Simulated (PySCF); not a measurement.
**Molecular orbitals of ZnB**

PBE at R = 2.113 Å; PySCF, no relativity, basis sets Zn 6-31G(d,p), B 6-31G(d,p). State: ²Π (doublet), unpaired electrons π ↑. Only the outer orbitals are listed, counted within each symmetry.

```
spin  orbital  occ.  ε (eV)  on Zn (%)           main shells (%)
   α       7σ     1  -10.93         45           49 B s, 39 Zn d
   α       3π     1   -9.71         99                   99 Zn d
   α       3π     1   -9.65         98                   98 Zn d
   α       1δ     1   -9.47        100                   99 Zn d
   α       1δ     1   -9.47        100                  100 Zn d
   α       8σ     1   -9.22         80  58 Zn d, 20 B s, 16 Zn s
   α       9σ     1   -5.66         58   54 Zn s, 21 B p, 20 B s
   α       4π     1   -3.90         22           77 B p, 21 Zn p
   α       4π     0   -3.56         27           73 B p, 26 Zn p
   α      10σ     0   -2.93         51  48 B p, 30 Zn p, 19 Zn s
   α       5π     0   -0.57         81           80 Zn p, 19 B p
   β       7σ     1  -10.57         63           60 Zn d, 31 B s
   β       3π     1   -9.71         99                   99 Zn d
   β       3π     1   -9.60         99                   99 Zn d
   β       1δ     1   -9.46        100                  100 Zn d
   β       1δ     1   -9.46        100                  100 Zn d
   β       8σ     1   -8.84         70  37 Zn d, 31 B s, 26 Zn s
   β       9σ     1   -5.34         59   51 Zn s, 24 B s, 17 B p
   β       4π     0   -3.26         30           70 B p, 30 Zn p
   β      10σ     0   -2.73         47  51 B p, 31 Zn p, 15 Zn s
   β       4π     0   -2.46         46           54 B p, 46 Zn p
```

Which are the highest filled and the lowest empty level, where do they sit, and how wide is the gap?

Highest filled α 4π at -3.90 eV (in %: 77 B p, 21 Zn p); lowest empty α 4π at -3.56 eV (in %: 73 B p, 26 Zn p); the gap at PBE is 0.34 eV. Both belong to one degenerate shell, split only by its one-sided filling, so this is no excitation gap.

| Item | Value |
| --- | --- |
| bond order (Mayer) | 1.48 |
| ⟨S²⟩ | 0.757 |
| charge on Zn (Mulliken, basis-dependent) | 0.08 |
| charge on Zn (Löwdin, basis-dependent) | 0.02 |
| dipole moment (positive dipole means Zn(−)B(+)) | -1.44 D |
| polarisability along the bond | 92.4 bohr³ |
| polarisability across the bond | 45.9 bohr³ |

The state is the lowest determinant that a PBE0 search found; another state may lie lower at other levels.
